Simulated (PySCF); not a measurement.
SrF2, SMILES [F][Sr][F].

Geometry optimised at B3LYP-D3(BJ)/def2-TZVP. The isomer is the one that the SMILES or the coordinates give; other isomers of the formula were not compared. The def2 effective core potentials stand for the cores of Sr; spin–orbit coupling is left out.

Two levels are set side by side: TDA-PBE/def2-TZVPD (PySCF) and TDA-PBE0/def2-TZVPD (PySCF). Vertical, same geometry. The lowest singlet is HOMO→LUMO 100 % with PBE and HOMO→LUMO 99 % with the other functional; states are paired by order. Differences are taken from unrounded values.

```csv
quantity,TDA-PBE0,TDA-PBE,TDA-PBE minus TDA-PBE0
lowest singlet excitation (eV),5.57,4.33,-1.24
lowest triplet excitation (TDA) (eV),5.52,4.28,-1.23
```

A lower first singlet is the usual sign of a functional without exact exchange. Differences between two approximate levels are no errors against the true value.

Rough cost on one machine, each run with all the roots and properties that it gave: TDA-PBE0 against TDA-PBE about 3 times.
